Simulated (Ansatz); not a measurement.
The cluster Sn2Br4. Total charge 0; singlet. Geometry PBE0-D4/def2-SVP; atoms count from 1.

Cartesian coordinates in Å:
```
Sn -0.218 -1.260 0.898
Sn -0.196 2.011 -1.025
Br 1.512 0.967 0.877
Br -2.211 1.858 0.576
Br -0.519 -0.609 -1.830
Br 1.631 -2.967 0.504
```

In the def2 sets Sn takes a core potential; there is no spin–orbit coupling. The structure comes from a short search, and lower isomers may exist.

(1) Estimate the Mulliken populations from the PBE0/def2-TZVP orbitals of Ansatz.

(2) And the Mayer bond orders between heavy atoms (over 0.3)?

Answers

(1) 
```json
{"atom": "Sn1", "charge (e)": "0.68"}
{"atom": "Sn2", "charge (e)": "0.64"}
{"atom": "Br3", "charge (e)": "-0.29"}
{"atom": "Br4", "charge (e)": "-0.37"}
{"atom": "Br5", "charge (e)": "-0.29"}
{"atom": "Br6", "charge (e)": "-0.36"}
```
Mulliken values depend strongly on the basis.

(2) Sn1–Br3 0.53 (2.82 Å); Sn1–Br5 0.53 (2.82 Å); Sn1–Br6 1.01 (2.55 Å); Sn2–Br3 0.61 (2.76 Å); Sn2–Br4 0.94 (2.58 Å); Sn2–Br5 0.61 (2.76 Å).
